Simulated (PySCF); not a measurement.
C4H6S. Atoms are numbered in the order given.

```xyz
11

C      1.0284    -0.9256     0.5582
C      1.2591     0.1389    -0.2404
S     -0.1857     0.9973    -0.7910
C     -1.2101     0.0541     0.4335
C     -0.4369    -1.2353     0.7637
H      1.8309    -1.5683     0.9490
H      2.2408     0.4924    -0.5878
H     -1.3221     0.6955     1.3323
H     -2.2120    -0.1269     0.0006
H     -0.7393    -2.0640     0.0793
H     -0.6698    -1.5779     1.7936
```

Coordinates come from a PBE-D3(BJ)/def2-SVP optimisation. One conformer was computed; it need not be the lowest.

These are PBE/def2-TZVP in PySCF values and carry that method's errors.

Gas-phase values at a fixed geometry.

```yaml
total_energy: -553.89391 hartree
highest_occupied_level: -4.78 eV
lowest_empty_level: -0.88 eV
orbital_gap: 3.91 eV
dipole_moment: 1.49 D
quadrupole, principal values (traceless, Buckingham form, about the centre of nuclear charge): -3.81, -1.63, 5.44 D·Å
mean_static_polarisability: 65.1 bohr³ (9.65 Å³)
polarisability_principal_values: 46.9, 68.9, 79.5 bohr³
```
